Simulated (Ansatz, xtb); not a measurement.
Relative energy of two isomers of C3H8B2FN

We compare X, `BNB(F)CC=C`, a singlet, with Y, `FBNBC1CC1`, a singlet. Both are isolated molecules in the gas phase, relaxed with PBE0-D3(BJ)/def2-SVP; each stands in its lowest conformer found.

X (Å):

```yaml
atoms:
  - { symbol: C, position_ang: [-1.4853, 0.2081, -1.6364] }
  - { symbol: C, position_ang: [-1.8611, 1.2987, -0.6882] }
  - { symbol: C, position_ang: [-1.8213, 1.2251, 0.6451] }
  - { symbol: B, position_ang: [2.3226, 1.3154, -2.0230] }
  - { symbol: B, position_ang: [-0.0285, 0.3378, -2.2356] }
  - { symbol: F, position_ang: [0.2699, -0.3414, -3.3407] }
  - { symbol: N, position_ang: [0.9842, 1.1275, -1.6096] }
  - { symbol: H, position_ang: [3.0469, 2.0228, -1.3620] }
  - { symbol: H, position_ang: [2.7138, 0.7694, -3.0247] }
  - { symbol: H, position_ang: [0.6779, 1.5991, -0.7616] }
  - { symbol: H, position_ang: [-2.1982, 0.1381, -2.4753] }
  - { symbol: H, position_ang: [-1.5166, -0.7765, -1.1323] }
  - { symbol: H, position_ang: [-2.1536, 2.2528, -1.1464] }
  - { symbol: H, position_ang: [-1.5422, 0.2988, 1.1592] }
  - { symbol: H, position_ang: [-2.0797, 2.0823, 1.2721] }
```

Y (Å):

```xyz
15

C    -0.4755    0.6040   -1.0948
C    -0.9345    0.7765   -2.5361
C    -1.9422    0.4984   -1.4886
B     1.8673    0.1898    1.0431
B     0.2568   -0.7078   -0.7394
F     2.8404   -0.1488    1.8867
N     1.2987   -0.8204    0.2301
H     1.5108    1.3398    1.0063
H     1.6925   -1.7486    0.3617
H    -0.0678   -1.7244   -1.3205
H    -0.2024    1.5326   -0.5856
H    -0.8789    1.7857   -2.9521
H    -0.6888   -0.0162   -3.2481
H    -2.5976    1.3114   -1.1657
H    -2.4079   -0.4907   -1.4612
```

Problem. Estimate E(Y) − E(X) at the level CCSD(T)/def2-SVP + ΔMP2/def2-TZVPP.

Solution. Calculated at CCSD(T)/def2-SVP + ΔMP2/def2-TZVPP: E(Y) − E(X) = +0.130 eV, so structure X lies lower.

How the difference moves with the method:

```json
{"level": "GFN2-xTB", "geometry": "GFN2-xTB", "E(Y) − E(X) (eV)": "−0.398", "departure from the last row (eV)": "−0.527", "job, with rough time for the two": "optimisation, 0.34 s"}
{"level": "HF/STO-3G", "geometry": "GFN2-xTB", "E(Y) − E(X) (eV)": "−0.301", "departure from the last row (eV)": "−0.431", "job, with rough time for the two": "single point, 0.28 s"}
{"level": "r2SCAN-D4/def2-SVP", "geometry": "GFN2-xTB", "E(Y) − E(X) (eV)": "−0.005", "departure from the last row (eV)": "−0.135", "job, with rough time for the two": "single point, 2.9 s"}
{"level": "PBE0-D3(BJ)/def2-SVP", "geometry": "PBE0-D3(BJ)/def2-SVP", "E(Y) − E(X) (eV)": "−0.059", "departure from the last row (eV)": "−0.188", "job, with rough time for the two": "optimisation, 38 s"}
{"level": "HF/def2-SVP", "geometry": "PBE0-D3(BJ)/def2-SVP", "E(Y) − E(X) (eV)": "+0.174", "departure from the last row (eV)": "+0.044", "job, with rough time for the two": "part of the CCSD(T) run"}
{"level": "MP2/def2-SVP", "geometry": "PBE0-D3(BJ)/def2-SVP", "E(Y) − E(X) (eV)": "−0.034", "departure from the last row (eV)": "−0.163", "job, with rough time for the two": "part of the CCSD(T) run"}
{"level": "CCSD(T)/def2-SVP", "geometry": "PBE0-D3(BJ)/def2-SVP", "E(Y) − E(X) (eV)": "+0.099", "departure from the last row (eV)": "−0.031", "job, with rough time for the two": "single point"}
{"level": "CCSD(T)/def2-SVP + ΔMP2/def2-TZVPP", "geometry": "PBE0-D3(BJ)/def2-SVP", "E(Y) − E(X) (eV)": "+0.130", "departure from the last row (eV)": "", "job, with rough time for the two": "single point, 54 s"}
```

As drawn, Y has 2 C–C in place of 1 C=C. Structure X has no ring, Y a 3-membered ring.

GFN2-xTB, HF/STO-3G, PBE0-D3(BJ)/def2-SVP, MP2/def2-SVP put the two in the other order. r2SCAN-D4/def2-SVP finds them nearly level. The largest departure from CCSD(T)/def2-SVP + ΔMP2/def2-TZVPP is that of GFN2-xTB, 0.527 eV. The last row adds to CCSD(T) the change of the MP2 difference between the two basis sets, here +0.031 eV.

With thermal terms from frequencies at re-optimised GFN2-xTB minima (ideal gas, soft modes damped towards free rotors, one conformer each, 298.15 K, 1 atm): the zero-point term adds +0.073 eV; ΔH is +0.180 and ΔG +0.225 eV.

The correlated steps freeze 7 core orbitals. Programs: Ansatz 0.2.0, xtb 6.7.1; the last row on 4 threads of Arm Neoverse V2 on a shared host.
